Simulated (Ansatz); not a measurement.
## Relaxing a trial structure of C4H4N2OS2

The starting geometry of this gas-phase singlet was optimised with GFN2-xTB; its bonds are those of `CSc1nnsc1C=O`.

```json
{"atom": "C", "x (Å)": "-3.1590", "y (Å)": "1.9255", "z (Å)": "0.5701"}
{"atom": "C", "x (Å)": "-0.4966", "y (Å)": "2.2095", "z (Å)": "0.3348"}
{"atom": "C", "x (Å)": "0.8760", "y (Å)": "2.0137", "z (Å)": "0.1157"}
{"atom": "C", "x (Å)": "1.4414", "y (Å)": "0.7635", "z (Å)": "-0.3025"}
{"atom": "N", "x (Å)": "-0.7842", "y (Å)": "3.4678", "z (Å)": "0.7197"}
{"atom": "N", "x (Å)": "0.2162", "y (Å)": "4.2247", "z (Å)": "0.8105"}
{"atom": "O", "x (Å)": "0.7521", "y (Å)": "-0.2149", "z (Å)": "-0.4910"}
{"atom": "S", "x (Å)": "-1.6697", "y (Å)": "0.9745", "z (Å)": "0.1309"}
{"atom": "S", "x (Å)": "1.6553", "y (Å)": "3.5154", "z (Å)": "0.4402"}
{"atom": "H", "x (Å)": "-3.2696", "y (Å)": "2.7592", "z (Å)": "-0.1147"}
{"atom": "H", "x (Å)": "-3.9970", "y (Å)": "1.2430", "z (Å)": "0.4790"}
{"atom": "H", "x (Å)": "-3.0689", "y (Å)": "2.2859", "z (Å)": "1.5889"}
{"atom": "H", "x (Å)": "2.5357", "y (Å)": "0.7512", "z (Å)": "-0.4403"}
```

Problem. Where would you expect an optimisation with r2SCAN-D4/def2-SVP to take it?

Solution. It keeps its bonds, and is `CSc1nnsc1C=O`.

The energy falls by 0.14 eV over 8 steps:

```csv
step,E − E(last) (eV)
1,0.143
2,0.037
3,0.007
4,0.002
5,0.002
6,0.000
7,0.000
8,0.000
```

Final geometry (Å):

```yaml
atoms:
  - { symbol: C, position_ang: [-3.1871, 1.9454, 0.5796] }
  - { symbol: C, position_ang: [-0.4921, 2.1920, 0.3273] }
  - { symbol: C, position_ang: [0.8822, 1.9982, 0.1093] }
  - { symbol: C, position_ang: [1.4972, 0.7460, -0.3134] }
  - { symbol: N, position_ang: [-0.7977, 3.4667, 0.7194] }
  - { symbol: N, position_ang: [0.1928, 4.2637, 0.8237] }
  - { symbol: O, position_ang: [0.8345, -0.2547, -0.5136] }
  - { symbol: S, position_ang: [-1.7161, 0.9745, 0.1335] }
  - { symbol: S, position_ang: [1.6816, 3.4825, 0.4282] }
  - { symbol: H, position_ang: [-3.3241, 2.7921, -0.1056] }
  - { symbol: H, position_ang: [-4.0284, 1.2451, 0.4844] }
  - { symbol: H, position_ang: [-3.1195, 2.3127, 1.6120] }
  - { symbol: H, position_ang: [2.6082, 0.7547, -0.4436] }
```

The end wasn't checked by frequencies. Run with Ansatz 0.2.0, 26 s on 4 threads of Arm Neoverse V1, on a shared host.
